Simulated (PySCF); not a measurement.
PySCF 2.14 output of an unrestricted r2SCAN calculation on a single atom or ion in aug-cc-pVDZ-PP with ECP28MDF, with scalar relativity through the core potential:

```
SCF conv_tol = 1e-09
number electrons alpha = 11  beta = 8
    J. W. Furness, A. D. Kaplan, J. Ning, J. P. Perdew, and J. Sun.,  J. Phys. Chem. Lett. 11, 8208-8215 (2020)
    J. W. Furness, A. D. Kaplan, J. Ning, J. P. Perdew, and J. Sun.,  J. Phys. Chem. Lett. 11, 9248-9248 (2020)
    J. W. Furness, A. D. Kaplan, J. Ning, J. P. Perdew, and J. Sun.,  J. Phys. Chem. Lett. 11, 8208-8215 (2020)
    J. W. Furness, A. D. Kaplan, J. Ning, J. P. Perdew, and J. Sun.,  J. Phys. Chem. Lett. 11, 9248-9248 (2020)
cycle= 1 E= -146.593857172297  delta_E= -0.0085  |g|= 0.0411  |ddm|= 0.409
cycle= 2 E= -146.593767270668  delta_E= 8.99e-05  |g|= 0.0457  |ddm|= 0.102
cycle= 3 E= -146.59431331832  delta_E= -0.000546  |g|= 0.00116  |ddm|= 0.0507
cycle= 4 E= -146.594313725281  delta_E= -4.07e-07  |g|= 0.000136  |ddm|= 0.00198
cycle= 5 E= -146.594313735216  delta_E= -9.93e-09  |g|= 1.07e-05  |ddm|= 0.000377
cycle= 6 E= -146.594313735267  delta_E= -5.15e-11  |g|= 6.45e-07  |ddm|= 3.08e-05
converged SCF energy = -146.594313735267  <S^2> = 3.7512442  2S+1 = 4.0006221
```

The run itself started from symmetry-adapted Hartree-Fock orbitals and held the occupation by maximum overlap, on a logarithmic radial grid, so the iterations belong to that start.

**Question.** Which element, charge and spin multiplicity is this?

**Answer.** Ag (silver, neutral), multiplicity 4; the state was [Kr] 4d9 5s1 6s1, high-spin 4D determinant (an excited configuration).

Energies and moments cover only the electrons outside the core potential. The outer electron is Rydberg-like, and this basis confines it to a smaller radius and binds it less than a complete one would.
